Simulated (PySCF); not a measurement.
Al2H3NO, F2HSi, CH4FSi, AlBH3NO and others (calculated)

Calculation on a computer-drawn molecule: optimised geometry and harmonic frequencies of an isolated molecule of the commonest isotopes, restricted reference for singlets and unrestricted otherwise, frozen core in MP2. Program: PySCF 2.14.0.

Common to all runs: basis cc-pV(D+d)Z.

(1) Al2H3NO

Start structure:
```xyz
7
Al2H3NO
N     -0.0670     1.8961     0.7756
Al    -1.7064     2.0419     0.1631
Al    -3.6424     1.6391     1.8489
O     -4.8050     1.3916     2.8838
H      0.2007     1.6717     1.7159
H      0.7583     2.0291     0.2188
H     -1.9661     2.4017    -1.3454
```

- charge: 0
- multiplicity: 1
- method: MP2
- rotational constants: 18.35, 1.603, 1.474 GHz
- total energy: -615.4175 hartree
- convergence status largest gradient component: 2.421e-05 hartree/bohr

Drawn bonds:
```csv
atom,other atom,order
1,2,1
2,3,1
3,4,2
1,5,1
1,6,1
2,7,1
```

Optimised structure:
```xyz
7
Al2H3NO
N     -0.0653     1.8968     0.7726
Al    -1.7174     2.0441     0.1536
Al    -3.6349     1.6413     1.8393
O     -4.8351     1.3831     2.9195
H      0.2005     1.6688     1.7282
H      0.7729     2.0315     0.2088
H     -1.9486     2.4056    -1.3613
```

Modes:
```csv
frequency (cm⁻¹),reduced mass (dalton)
89.73,5.761
124.9,8.287
177.6,7.215
317.7,9.492
335.8,1.318
447.9,1.207
543.2,1.051
545,1.066
737.4,1.269
830,6.437
1019,19.13
1550,1.112
1988,1.044
3593,1.052
3694,1.093
```

(2) F2HSi

Start structure:
```xyz
4
F2HSi
F     -1.8542    -1.7763    -4.3793
Si    -0.7455    -1.0188    -3.4987
F     -1.1570     0.5331    -3.4733
H     -0.8172    -1.5381    -2.1197
```

- charge: 0
- multiplicity: 2
- method: MP2
- rotational constants: 27.96, 7.529, 6.132 GHz
- total energy: -488.9280 hartree
- spin squared: 0.7539
- convergence status largest gradient component: 1.682e-05 hartree/bohr

Drawn bonds:
```csv
atom,other atom,order
1,2,1
2,3,1
2,4,1
```

Optimised structure:
```xyz
4
F2HSi
F     -1.8613    -1.7999    -4.3898
Si    -0.7468    -1.0175    -3.5009
F     -1.1496     0.5576    -3.4650
H     -0.8161    -1.5402    -2.1152
```

Modes:
```csv
frequency (cm⁻¹),reduced mass (dalton)
302,16.99
774.8,1.346
785.7,1.122
843,8.46
930.3,10.98
2250,1.043
```

(3) CH4FSi

Start structure:
```xyz
7
CH4FSi
C      0.2259     0.9303     0.5243
Si     0.6446    -0.5780    -0.5132
F      1.9723    -1.2735    -0.1141
H     -0.6776     0.8797     1.1638
H      0.1255     1.8618    -0.0825
H      1.0382     1.1428     1.2312
H      0.0331    -1.3459    -1.5639
```

- charge: 1
- multiplicity: 1
- method: HF
- rotational constants: 28.26, 6.588, 5.527 GHz
- total energy: -428.3411 hartree
- convergence status largest gradient component: 2.461e-05 hartree/bohr

Drawn bonds:
```csv
atom,other atom,order
1,2,1
2,3,1
1,4,1
1,5,1
1,6,1
2,7,1
```

Optimised structure:
```xyz
7
CH4FSi
C      0.2627     0.9332     0.5314
Si     0.6872    -0.5490    -0.4217
F      2.0209    -1.2952    -0.1168
H     -0.6912     0.7627     1.0439
H      0.1200     1.7710    -0.1606
H      1.0414     1.1718     1.2568
H     -0.0791    -1.1774    -1.4875
```

Modes:
```csv
frequency (cm⁻¹),reduced mass (dalton)
21.1,1.143
268.9,3.693
521.9,1.122
704,2.102
838.2,1.744
857.4,1.371
943.7,1.367
1059,5.978
1392,1.219
1502,1.045
1509,1.048
2478,1.046
3155,1.035
3239,1.099
3297,1.104
```

(4) AlBH3NO

Start structure:
```xyz
7
AlBH3NO
O     -2.1676    -0.3578     1.6507
B     -1.2571    -1.0119     1.0354
N     -0.2604    -1.6333     0.4227
Al     1.3630    -2.2823     0.9919
H     -0.4810    -1.7566    -0.6081
H      2.5683    -1.4396     0.9682
H      1.3754    -3.7588     1.5985
```

* charge: 0
* multiplicity: 1
* method: HF
* rotational constants: 32.54, 2.687, 2.482 GHz
* total energy: -397.7884 hartree
* convergence status largest gradient component: 2.681e-05 hartree/bohr

Drawn bonds:
```csv
atom,other atom,order
1,2,2
2,3,1
3,4,1
3,5,1
4,6,1
4,7,1
```

Optimised structure:
```xyz
7
AlBH3NO
O     -2.4405    -1.1153     1.5457
B     -1.3606    -1.2205     1.0392
N     -0.1042    -1.3484     0.4577
Al     1.3104    -2.3310     0.9973
H     -0.0092    -0.7988    -0.3807
H      2.5938    -2.2442     0.0958
H      1.1508    -3.1822     2.3043
```

Modes:
```csv
frequency (cm⁻¹),reduced mass (dalton)
146.2,4.74
173.2,1.364
481.5,1.891
500.9,1.19
569.1,2.996
587,4.782
661.9,1.257
755.3,2.99
827.3,1.163
1074,3.102
1302,1.616
2030,1.038
2044,1.055
2162,10.97
3766,1.074
```

(5) CH3BClN

Start structure:
```xyz
7
CH3BClN
N     -0.6287     0.5354    -0.3285
C      0.3664     1.1511    -1.1332
B      0.3955     1.9771    -2.1352
Cl     0.4479     2.9968    -3.4406
H     -1.5468     0.9930    -0.4754
H     -0.4037     0.6149     0.7390
H      1.3610     0.7217    -0.7196
```

* charge: 0
* multiplicity: 1
* method: HF
* rotational constants: 50.61, 2.224, 2.141 GHz
* total energy: -578.2191 hartree
* convergence status largest gradient component: 2.938e-05 hartree/bohr

Drawn bonds:
```csv
atom,other atom,order
1,2,1
2,3,2
3,4,1
1,5,1
1,6,1
2,7,1
```

Optimised structure:
```xyz
7
CH3BClN
N     -0.6364     0.5311    -0.2616
C      0.4073     1.0911    -1.0535
B      0.3931     2.0008    -2.1013
Cl     0.4458     3.0361    -3.4550
H     -1.5309     0.9201    -0.4986
H     -0.4818     0.7263     0.7134
H      1.3944     0.6845    -0.8370
```

Modes:
```csv
frequency (cm⁻¹),reduced mass (dalton)
144,3.19
224.4,1.672
288.5,2.996
516.3,7.459
680.3,5.757
729.5,1.397
945.2,1.479
1175,3.429
1206,1.185
1409,1.316
1775,1.398
1816,2.846
3275,1.083
3717,1.053
3809,1.092
```

(6) F2H4Si2

Start structure:
```xyz
8
F2H4Si2
F     -1.1382     1.0515     0.6683
Si    -0.1271    -0.0811     0.9122
F     -1.1167    -1.1245     1.7392
Si     0.5372    -1.1085    -1.0254
H      0.7551     0.4327     1.9177
H      1.3955    -0.1663    -1.7978
H     -0.5386    -1.5196    -1.9113
H      1.3324    -2.2641    -0.7141
```

* charge: 0
* multiplicity: 1
* method: HF
* rotational constants: 6.339, 2.779, 2.159 GHz
* total energy: -779.2021 hartree
* convergence status largest gradient component: 3.729e-06 hartree/bohr

Drawn bonds:
```csv
atom,other atom,order
1,2,1
2,3,1
2,4,1
2,5,1
4,6,1
4,7,1
4,8,1
```

Optimised structure:
```xyz
8
F2H4Si2
F     -1.1466     1.1454     0.5907
Si    -0.2067    -0.1098     0.9482
F     -1.1312    -1.1554     1.7475
Si     0.5663    -1.1033    -1.0381
H      0.8209     0.3668     1.8823
H      1.3846    -0.1194    -1.7829
H     -0.5874    -1.5256    -1.8618
H      1.3997    -2.2787    -0.6970
```

Modes:
```csv
frequency (cm⁻¹),reduced mass (dalton)
92.39,1.08
152.8,6.171
212.8,4.667
322.3,8.804
443.1,4.058
563.5,1.187
589,1.484
861.6,4.777
879.5,1.324
893.5,1.262
958.4,4.028
999.6,1.229
1019,1.067
1020,1.038
2318,1.025
2319,1.051
2328,1.044
2376,1.042
```
